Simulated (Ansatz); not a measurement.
The same path of FH + H4O3Si (10 atoms, charge 0, multiplicity 1) was run twice with different band settings. Lost on the way: Si1–H2, F9–H10. Made: Si1–F9, H2–H10.

These are results of Ansatz 0.2.0, RKS r2SCAN-D4/def2-SVP, not measurements.

Relaxed end points:

```xyz
10
Properties=species:S:1:pos:R:3
Si -0.393 -0.285 0.286
H -0.627 -0.358 1.740
O 1.210 0.003 -0.118
H 1.706 -0.766 -0.428
O -1.319 0.954 -0.264
H -1.043 1.390 -1.079
O -0.665 -1.744 -0.454
H -1.516 -2.169 -0.296
F 1.450 2.202 1.148
H 1.633 1.430 0.641
```

```xyz
10
Properties=species:S:1:pos:R:3
Si -0.492 0.112 -0.221
H 2.371 0.462 2.496
O 1.082 0.200 -0.668
H 1.652 -0.528 -0.394
O -1.367 1.158 -1.129
H -1.122 1.225 -2.059
O -0.944 -1.468 -0.308
H -1.785 -1.706 0.099
F -0.722 0.607 1.299
H 1.763 0.595 2.061
```

Common settings: movable images 9; climbing image yes; spring 5.0 eV/Å²; optimiser quadratic models (default); start path through a guess of the saddle point; iteration limit 60; end points relaxed.

| run | force threshold |
| --- | --- |
| 1 | 0.05 eV/Å |
| 2 | 0.5 eV/Å |

Question: What does each run give, and how far can it be trusted?

Answer: Run 1: converged after 26 iterations, highest image 1.202 eV above the first end. Beside the main top the profile has a ripple of under 15 meV (maxima at images 4, 8), which may be a very shallow well or noise. Neighbouring images differ by up to 1.6 eV, so the band resolves the path poorly. A vibrational analysis at the climbing image gives one clearly imaginary mode, 866i cm⁻¹: a first-order saddle point.
Run 2: converged after 14 iterations, highest image 1.237 eV above the first end. The threshold of 0.5 eV/Å is loose, so the images may lie well off the minimum-energy path. Neighbouring images differ by up to 1.5 eV, so the band resolves the path poorly. The order of the point at the top wasn't checked.
The orbitals stay closed-shell, which can raise the energy where a bond breaks towards radicals; this wasn't checked here.
